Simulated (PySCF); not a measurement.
Gas-phase thermal properties of GaH

Energies from PySCF (xtb for GFN2), thermal terms from the rigid-rotor harmonic-oscillator model, ideal gas at 1 bar. 6-31G* has spherical d functions here. All species are closed-shell singlets. B3LYP is the form with VWN-RPA correlation. Ga: all electrons, no relativistic terms. GaH: computed as isolated molecules; such fragments, hydroxides, amides, oligomers or adducts are transient or little studied in the gas. The harmonic model lacks anharmonicity and excited electronic states, which grow with temperature; levels with a mode under 35 cm⁻¹ are left out.

| level | point group | σ | ZPE (kJ/mol) | S°298 (J/mol/K) | Cp298 (J/mol/K) | S°1000 (J/mol/K) | H1000 − H298 (kJ/mol) |
|---|---|---|---|---|---|---|---|
| B3LYP/6-31G* | C∞v | 1 | 9.3 | 200.0 | 29.4 | 238.3 | 22.6 |
| GFN2-xTB | C∞v | 1 | 5.5 | 202.4 | 31.1 | 243.6 | 24.3 |
| HF/6-31G* | C∞v | 1 | 10.0 | 199.6 | 29.3 | 237.6 | 22.4 |
| PBE/def2-SVP | C∞v | 1 | 9.2 | 200.0 | 29.4 | 238.4 | 22.7 |
| PBE0/def2-TZVP | C∞v | 1 | 9.6 | 199.8 | 29.3 | 238.0 | 22.5 |
σ: rotational symmetry number. Electronic degeneracy used: 1. Frequencies are unscaled.
